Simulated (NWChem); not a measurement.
Molecule: C3H6OSi; SMILES CC1=C[SiH2]O1

```xyz
11

C      0.0873     2.2023     0.0267
C     -0.1019     0.7321     0.0036
C     -1.1828    -0.0654    -0.1989
Si     0.0055    -1.4391     0.0446
O      1.0216    -0.0363     0.2289
H      0.4914     2.5091     1.0043
H      0.8292     2.4929    -0.7338
H     -0.8560     2.7299    -0.1615
H     -2.2104     0.2236    -0.4011
H     -0.0261    -2.2658     1.2842
H      0.4372    -2.2880    -1.1017
```
Atoms are numbered in this order, from 1.

Level: PBE0/def2-SVP (NWChem), optimised geometry, unscaled harmonic frequencies. 

```tsv
frequency (cm⁻¹)	IR intensity (km/mol)
150	8.6
171	0.4
344	3.6
525	3.6
551	19.1
597	2.2
683	81.4
698	23.2
736	34.7
753	9.7
822	57.7
966	48.4
980	146.0
1020	21.6
1042	4.2
1079	49.4
1303	97.6
1388	42.4
1435	10.9
1440	12.4
1652	128.0
2254	130.6
2257	132.7
3063	5.9
3149	2.1
3194	3.8
3299	1.5
```

```json
{
 "zero_point_energy": "50.8 kcal/mol",
 "thermal correction to the enthalpy at 298.15 K (with zero-point energy)": "55.0 kcal/mol",
 "heat capacity Cv": "20.8 cal/(mol K)",
 "entropy at 298.15 K and 1 atm (symmetry number 1)": "74.7 cal/(mol K)",
 "dipole_moment": "1.01 D"
}
```

Rigid rotor and harmonic oscillator.
